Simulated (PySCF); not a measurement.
Compound: C5H8ClF3Si.
Z-matrix (Å and degrees, GFN2-xTB geometry), rows numbered from 1:
```
C 
C   1  1.4957
C   2  1.3286  1  123.63
Cl  3  1.7221  2  123.31  1     0.66
C   2  1.5027  1  114.72  3  -178.67
Si  5  1.9288  2  110.85  1    94.94
C   5  1.5021  2  113.88  1  -142.36
F   7  1.3433  5  113.92  2    45.91
F   7  1.3467  5  111.05  2   165.40
F   7  1.3462  5  113.93  2   -75.80
H   1  1.0855  2  110.90  3    10.23
H   1  1.0888  2  110.15  3   131.22
H   1  1.0900  2  109.89  3  -109.83
H   3  1.0771  2  124.21  1  -179.95
H   5  1.0930  2  108.46  1   -25.42
H   6  1.4615  5  105.17  2   -61.78
H   6  1.4595  5  107.67  2   179.74
H   6  1.4573  5  107.40  2    57.65
```

Computed at PBE0/pcSseg-1 (PySCF, non-relativistic), with Q(35Cl) = −0.0817 b: Cl4, 35Cl (I = 3/2): χzz = -73.20 MHz, η = 0.116.

Find the zero-field quadrupole resonance frequencies of 35Cl at Cl4.

From ν = (|χ|/2)√(1 + η²/3): ν = 36.68 MHz (vinyl chlorine). For 37Cl the ratio of quadrupole moments, 0.7881, gives 28.91 MHz.

Apply the simplest Townes–Dailey estimate (no s hybridisation, no π bonding), ionic character = 1 − χzz/χ0, where χ0 is the coupling for one missing p electron along the bond: −109.74 MHz for 35Cl.

Cl4 on C3: 1 − (-73.20)/(-109.74) = 0.33. In this model a purely covalent bond gives χ0 and a free halide ion gives zero; s hybridisation or π bonding, where present, is counted here as ionic character.

In a crystal, neighbours and librations shift these lines. Isolated species at its GFN2-xTB geometry (one conformer only). GFN2-xTB bond lengths can be off by several hundredths of an ångström, more for odd bonds, and the gradients follow them. A larger basis could move these couplings by a tenth or more.
